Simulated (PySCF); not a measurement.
Adding and removing an electron: InN

r²SCAN; PySCF, scalar-relativistic core potentials, basis sets In cc-pVDZ-PP with ECP28, N cc-pVDZ. Neutral (UKS): triplet (π ↑↑), Re = 2.234 Å, ωe = 438 cm⁻¹, De = 1.66 eV, HOMO -4.31 eV, LUMO -3.13 eV.

InN⁺ (UKS): quartet (σ ↑, π ↑↑), Re = 2.762 Å, ωe = 126 cm⁻¹, De = 0.19 eV to In⁺ + N. The energies at the minima are -244.80386 hartree for InN and -244.54048 for InN⁺.

(1) Work out the adiabatic ionisation energy, without and with harmonic zero-point energies (1 hartree = 27.2114 eV, 1 eV = 8065.5 cm⁻¹), and the change of the bond length.

Weak bonds: InN⁺. Basis-set superposition, not corrected here, can be much of De in a small basis, most of all at correlated wavefunction levels. Spin–orbit coupling is left out, which matters for elements this heavy, above all for dissociation energies. For an ion De counts to the pair picked by the measured ionisation energies or electron affinities, which need not be the lowest pair at this level. States were picked by a PBE0 search and need not be the measured ground states.

Results:

(1) At r²SCAN: 0.26338 hartree = 7.167 eV between the minima; the zero-point term (126.0 − 438.0)/2 cm⁻¹ = -0.019 eV makes it 7.148 eV. Re changes by +52.8 pm against the neutral. The electron leaves a σ orbital, and the ion is left as a loose complex of an ion and an atom.
